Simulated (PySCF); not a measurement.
## Radial density of Au²⁺ (gold, charge +2)

M06-L, [Xe] 4f14 5d9, 2D determinant. All numbers are calculated (PySCF 2.14, scalar relativity through the core potential, in cc-pVDZ-PP with ECP60MDF (4s4p3d1f, 38 functions)). This is the valence pseudo-density: the core potential removes the inner electrons and smooths the orbitals near the nucleus.

| r (bohr) | 4πr²ρ (e/bohr) | 4πr²(ρα − ρβ) |
| --- | --- | --- |
| 0.0735 | 1.152e-05 | 0.0000 |
| 0.124 | 9.368e-05 | 0.0000 |
| 0.208 | 0.001551 | 0.0001 |
| 0.350 | 0.1015 | 0.0028 |
| 0.588 | 4.630 | 0.1054 |
| 0.989 | 16.98 | 0.7649 |
| 1.66 | 6.752 | 0.5699 |
| 2.80 | 0.6741 | 0.0561 |
| 4.71 | 0.007130 | -0.0003 |

Energies and moments cover only the electrons outside the core potential. Spin-orbit coupling, absent here, splits the open shell strongly.
